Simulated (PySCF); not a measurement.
Mg(I)(OSiH3) (H3IMgOSi), SMILES [SiH3][O][Mg][I].

Geometry: B3LYP-D3(BJ)/def2-SVP. The structure was generated by enumeration; whether it is a known compound was not checked. The def2 effective core potentials stand for the cores of I; spin–orbit coupling is left out. Other conformers were not sampled.

Two levels are set side by side: TDDFT-PBE/def2-SVPD (PySCF) and TDDFT-B3LYP/def2-SVPD (PySCF). Vertical, same geometry. The lowest singlet is HOMO−1→LUMO 98 % with PBE and HOMO→LUMO 99 % with the other functional; states are paired by order. Differences are taken from unrounded values.

```json
[
 {"quantity": "lowest singlet excitation (eV)", "TDDFT-B3LYP": "4.52", "TDDFT-PBE": "4.22", "TDDFT-PBE minus TDDFT-B3LYP": "-0.30"},
 {"quantity": "lowest triplet excitation (TDA) (eV)", "TDDFT-B3LYP": "4.30", "TDDFT-PBE": "4.03", "TDDFT-PBE minus TDDFT-B3LYP": "-0.27"}
]
```

A lower first singlet is the usual sign of a functional without exact exchange. Differences between two approximate levels are no errors against the true value.

Rough cost on one machine, each run with all the roots and properties that it gave: TDDFT-B3LYP against TDDFT-PBE about 6 times.
